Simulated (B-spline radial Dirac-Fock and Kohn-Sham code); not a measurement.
**Photoelectron lines of Pr⁴⁺ at 2340 eV**

System: praseodymium as Pr⁴⁺ in the configuration 1s2 2s2 2p6 3s2 3p6 3d10 4s2 4p6 4d10 4f1 5s2 5p6.

Input of the calculation (task.json; shells as n, l, electrons):

```json
{"items": [{
  "Z": 59,
  "q": 4,
  "cfg": [[1, 0, 2], [2, 0, 2], [2, 1, 6], [3, 0, 2], [3, 1, 6], [3, 2, 10], [4, 0, 2], [4, 1, 6], [4, 2, 10], [4, 3, 1], [5, 0, 2], [5, 1, 6]],
  "A": 141,
  "rrms": 4.8919,
  "do": ["binding", "quiet", "photo"],
  "hv": [28.1, 49.9, 58.7, 59.0, 112.0, 148.0, 191.0, 227.0, 495.0, 1540.0, 2340.0, 2430.0, 3420.0, 5220.0, 8230.0, 9000.0, 14600.0, 29100.0, 57900.0, 59200.0, 60900.0, 68600.0, 74900.0, 132000.0]
}]}
```

Command: `python xray_run.py task.json out`

The computed values come from an atomic code on a B-spline grid: a relativistic central-field model (Hartree-Slater potential of the initial state, Latter tail, multipole expansion of the photon field, Dirac-Fock thresholds). The asymmetry parameter β is from the dipole term alone. Kinetic energies are from the vacuum level. Open shells are spread statistically over j, without multiplet splitting.

The last column is dσ/dΩ = σ/(4π) · [1 − (β/2) P₂(cos θ)] at θ = 0° from the beam of unpolarised light.

```
subshell  electrons  binding (eV)  kinetic (eV)  σ (kb)     β  dσ/dΩ (kb/sr)
      3s          2        1571.1         768.9    30.1  1.98            ≈ 0
   3p1/2          2        1401.5         938.5    42.1  1.54          0.774
   3p3/2          4        1305.3        1034.7    86.2  1.58           1.45
   3d3/2          4        1012.5        1327.5    88.8  1.23           2.72
   3d5/2          6         992.4        1347.6       ?     ?              ?
      4s          2         372.3        1967.7    8.29  1.98            ≈ 0
   4p1/2          2         306.7        2033.3    9.72  1.69          0.120
   4p3/2          4         285.7        2054.3    19.1  1.72          0.210
   4d3/2          4         175.6        2164.4    13.8  1.34          0.363
   4d5/2          6         171.9        2168.1    19.6  1.30          0.548
   4f5/2       0.43         56.53        2283.5   0.117  0.92        0.00501
   4f7/2       0.57         56.14        2283.9   0.150  0.91        0.00651
      5s          2         91.02        2249.0    1.69  1.98            ≈ 0
   5p1/2          2         69.39        2270.6    1.72  1.70         0.0203
   5p3/2          4         65.82        2274.2    3.33  1.74         0.0346
```

Q: What are σ and β for 3d5/2?

A: σ = 126 kb, the largest of all subshells and 28 % of the total, and β = 1.22, which gives dσ/dΩ = 3.93 kb/sr.

Run: 6.4 s of CPU time on 1 thread of Neoverse-V1 (shared host), peak memory 0.40 GiB.
